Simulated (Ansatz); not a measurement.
Geometry optimisation, RKS PBE0-D4/def2-SVP (Ansatz).

Input:

```yaml
crystal:
  periodic: [false, false, false]
  atoms:
    - { symbol: "N", position_ang: [-0.6715, 1.4146, -0.5913] }
    - { symbol: Si, position_ang: [-0.6318, -0.3216, -0.4333] }
    - { symbol: "N", position_ang: [0.9417, -0.888, -0.9996] }
    - { symbol: Zn, position_ang: [-0.8577, -0.8904, 2.0065] }
    - { symbol: O, position_ang: [0.8754, 0.0076, 2.3194] }
    - { symbol: H, position_ang: [-1.6424, 1.7672, -0.2108] }
    - { symbol: H, position_ang: [0.0413, 1.8626, 0.0259] }
    - { symbol: H, position_ang: [1.32271, -0.23606, -0.28447] }
    - { symbol: H, position_ang: [1.0383, -0.659, -1.9642] }
    - { symbol: H, position_ang: [0.9727, -1.9286, -0.8717] }
    - { symbol: H, position_ang: [1.6415, 0.5063, 1.9927] }
basis:
  gaussian: { orbitals: def2-SVP }
hamiltonian:
  xc: pbe0
  dispersion: d4
relax:
  f_tol: 0.02
  max_steps: 50
output:
  orbitals: {}
```

Run as:

```bash
$ ansatz run input.yaml --threads 2 --pin off --max-ram 3072MiB --backend cpu --events-out ev --progress --plain --runs-dir out
```

Problem. Where does it end, and by what steps?

Solution. The run converged. After 23 steps the energy has fallen by 3.314 eV; H6 moved furthest, 1.41 Å.

```
step  energy less start (eV)  largest force component (eV/Å)  accepted
   0                  0.0000                           7.418       yes
   1                 -1.4199                           4.003       yes
   2                 -2.1955                           1.261       yes
   3                 -2.6383                           2.036       yes
   4                 -2.9525                           0.777       yes
   5                 -3.0815                           1.270       yes
   6                 -3.1332                           0.659       yes
   7                 -3.1535                           0.415       yes
   8                 -3.1737                           0.171       yes
   9                 -3.1792                           0.103       yes
  10                 -3.1871                           0.157       yes
  11                 -3.1947                           0.376       yes
  12                 -3.2094                           0.450       yes
  13                 -3.2271                           0.617       yes
  14                 -3.2460                           0.573       yes
  15                 -3.2608                           0.528       yes
  16                 -3.2942                           0.301       yes
  17                 -3.3068                           0.155       yes
  18                 -3.3108                           0.147       yes
  19                 -3.3127                           0.054       yes
  20                 -3.3134                           0.047       yes
  21                 -3.3140                           0.040       yes
  22                 -3.3143                           0.023       yes
  23                 -3.3144                           0.013       yes
```

```xyz
11
Properties=species:S:1:pos:R:3
N -1.185 1.396 -0.799
Si -1.285 -0.262 -0.216
N 0.843 -0.726 -0.620
Zn -0.122 -0.161 1.901
O 1.600 -0.803 2.107
H -1.729 1.647 -1.617
H -0.883 2.221 -0.297
H 1.440 -0.826 0.229
H 1.171 0.072 -1.167
H 0.933 -1.565 -1.193
H 2.247 -0.357 2.660
```

Whether the end is a true minimum wasn't checked by a vibrational analysis.

Time of the run: 40 s on 2 threads of AMD EPYC 9R45 96-Core Processor (Zen 5), on a shared host, peak memory 0.33 GiB.
